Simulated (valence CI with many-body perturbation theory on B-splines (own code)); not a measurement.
Hg IX: calculated level list

Method: valence CI with perturbative core correlation (CI+MBPT): four valence electrons over a frozen Dirac-Fock core [Xe] 4f14, a basis of 7 s, 7 p, 8 d, 6 f, 4 g, 1 h functions for each j, with the one-electron correlation potential Σ1, the two-electron term Σ2, the three-electron term Σ3, Breit, model QED; selected CI, second order for the rest, scaled by the run's own slope (own B-spline code, finite nucleus).

No measured spectrum was set against this ion. As an estimate, terms of the open shell hold to 2 to 4 % of their energy, and close levels can change places; different configurations can be misplaced against each other by 1,000 to 8,000 cm⁻¹. The list stops below the first excitations out of the core.

Levels 46 to 75 of 75, with energies above the lowest level, (5d3/2^4) J=0. "Leading %" is the weight of the configuration and term that name the level; weights of strongly mixed levels are sums over their largest components and can fall short. In the jj column 3d3/2^4 stands for four electrons in 3d with j = 3/2. Lifetimes count E1, E2, E3, M1 and M2 decay at the calculated energies, and are blank where another channel may lead or the interval is too uncertain; long ones can be off by a factor of two.

```csv
No.,Configuration,Term,J,E (cm⁻¹),Leading %,Lifetime,g,Leading jj
46,5d3 6s,3P,0,271260,99,7.69 μs,,5d3/2^2 5d5/2 6s (97 %)
47,5d3 6s,5P,3,275260,86,8.66 μs,1.606,5d3/2 5d5/2^2 6s (51 %)
48,5d3 6s,3G,4,278870,39,7.70 μs,1.112,5d3/2 5d5/2^2 6s (63 %)
49,5d3 6s,3H,5,279030,43,8.89 μs,1.181,5d3/2 5d5/2^2 6s (64 %)
50,5d3 6s,3F,3,281090,44,6.98 μs,0.958,5d3/2 5d5/2^2 6s (90 %)
51,5d3 6s,5P,2,285250,35,7.34 μs,1.393,5d3/2 5d5/2^2 6s (78 %)
52,5d3 6s,3F,4,286030,53,6.45 μs,1.060,5d3/2 5d5/2^2 6s (95 %)
53,5d3 6s,3P,1,287450,52,7.47 μs,1.533,5d3/2 5d5/2^2 6s (88 %)
54,5d3 6s,3P,2,289110,54,6.12 μs,1.271,5d3/2 5d5/2^2 6s (50 %)
55,5d3 6s,3H,6,290530,99,8.31 μs,1.166,5d3/2 5d5/2^2 6s (99 %)
56,5d3 6s,3P,1,292210,55,7.01 μs,1.090,5d3/2 5d5/2^2 6s (91 %)
57,5d3 6s,3P,0,293930,99,5.69 μs,,5d3/2 5d5/2^2 6s (97 %)
58,5d3 6s,1H,5,295530,50,6.95 μs,1.038,5d3/2 5d5/2^2 6s (90 %)
59,5d3 6s,3D,3,295620,90,7.33 μs,1.315,5d3/2 5d5/2^2 6s (68 %)
60,5d3 6s,3F,3,299200,76,7.05 μs,1.137,5d3/2 5d5/2^2 6s (73 %)
61,5d3 6s,3F,2,299710,42,6.70 μs,0.944,5d3/2 5d5/2^2 6s (55 %)
62,5d3 6s,3F,4,301780,89,7.02 μs,1.228,5d3/2 5d5/2^2 6s (92 %)
63,5d3 6s,3F,2,302180,31,6.34 μs,1.046,5d3/2 5d5/2^2 6s (90 %)
64,5d3 6s,3G,5,304850,51,7.10 μs,1.149,5d5/2^3 6s (75 %)
65,5d3 6s,1F,3,308020,78,6.20 μs,1.026,5d3/2 5d5/2^2 6s (81 %)
66,5d3 6s,1G,4,309830,41,6.00 μs,1.052,5d5/2^3 6s (92 %)
67,5d3 6s,3P,2,310800,50,6.73 μs,1.310,5d5/2^3 6s (67 %)
68,5d3 6s,1P,1,314210,45,6.11 μs,0.996,5d5/2^3 6s (61 %)
69,5d3 6s,3D,1,329710,90,6.13 μs,0.570,5d3/2 5d5/2^2 6s (63 %)
70,5d3 6s,3D,2,331140,74,6.06 μs,1.141,5d3/2 5d5/2^2 6s (60 %)
71,5d3 6s,3D,3,334570,72,6.18 μs,1.282,5d5/2^3 6s (78 %)
72,5d3 6p,5G°,2,339890,53,443 ps,0.562,5d3/2^3 6p1/2 (85 %)
73,5d3 6s,1D,2,340290,74,5.20 μs,1.009,5d5/2^3 6s (68 %)
74,5d3 6p,3D°,1,344990,45,57.5 ps,0.544,5d3/2^3 6p1/2 (79 %)
75,5d3 6p,5G°,3,355820,66,206 ps,0.955,5d3/2^2 5d5/2 6p1/2 (91 %)
```

Where two levels of one J and parity lie close, their mixing, g and order are uncertain.
